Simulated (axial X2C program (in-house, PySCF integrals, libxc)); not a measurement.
## Ω levels of NPmN⁻ from open-shell CI on f(δφ)2 f(π)0

Computed with an axial X2C code built on PySCF integrals: two-component X2C with atomic mean-field Coulomb and Gaunt terms, basis N dyall-v2z, Pm dyall-v2z (cores contracted in-house). Orbitals come from Hartree–Fock averaged over the configuration Pm f(δφ)2 f(π)0; CI then distributes these electrons over the f(δφ), f(π) shells of Pm.

N–Pm–N held linear, both bonds 1.746 Å (near the minimum of the configuration average).

Lowest levels of this model:

| Ω | energy (cm⁻¹) | g∥ | configuration |
| --- | --- | --- | --- |
| 4 | 0 | 6.12 | 100% f(δφ)2 |
| 5 | 3447 | 10.04 | 100% f(δφ)2 |
| 0 | 5058 | 0.00 | 100% f(δφ)2 |
| 6 | 6290 | 13.97 | 100% f(δφ)2 |
| 1 | 7140 | 3.41 | 100% f(δφ)2 |
| 0 | 13207 | 0.00 | 99% f(δφ)2 |
| 1 | 13488 | 2.43 | 99% f(δφ)2 |
| 2 | 13691 | 5.91 | 99% f(δφ)2 |
| 0 | 15838 | 0.00 | 99% f(δφ)2 |
| 0 | 17587 | 0.00 | 100% f(δφ)2 |
| 1 | 21009 | 2.08 | 99% f(δφ)2 |
| 4 | 25010 | 8.07 | 97% f(δφ)2 |
| 6 | 26605 | 12.03 | 100% f(δφ)2 |

g∥ is the magnitude of 2⟨Lz + ge Sz⟩ for the +Ω component.

**Question.** From Ω and g∥ of the lowest level, whose 2⟨Lz + ge Sz⟩ is positive, find ⟨Sz⟩ and ⟨Lz⟩ (ge = 2.0023).

**Answer.** Ω = ⟨Lz⟩ + ⟨Sz⟩ = 4 and ⟨Lz⟩ + ge⟨Sz⟩ = 3.060, so ⟨Sz⟩ = -0.94 and ⟨Lz⟩ = 4.94.

Occupations of the active spinors in the lowest level by ω, shell by shell in order of energy: -7/2: 0.00; -5/2: 0.00 0.00; -3/2: 0.00 0.00; -1/2: 0.00; 1/2: 0.00; 3/2: 1.00 0.00; 5/2: 0.64 0.36; 7/2: 0.00. The leading determinant has weight 0.64 among 5.

This point took 2.3 s on 1 thread of Arm Neoverse N1 (shared host).

There is no dynamic correlation: spin–orbit spacings and, for f shells, spacings inside one term are the most reliable numbers, splittings between terms come out too wide, and energies between configurations are not reliable, so the lowest level need not be the ground state of the molecule. At most 6 roots were kept for each Ω > 0 (twice that for Ω = 0) within 3.5 eV of the lowest, so higher up levels can be missing between those listed; levels with Ω > 0 are doubly degenerate and listed once, Ω = 0 levels singly. States that fill the shells left empty in the average are placed too high. For an anion, levels above electron detachment are held by the basis set. The molecule was held linear; bending was not examined.
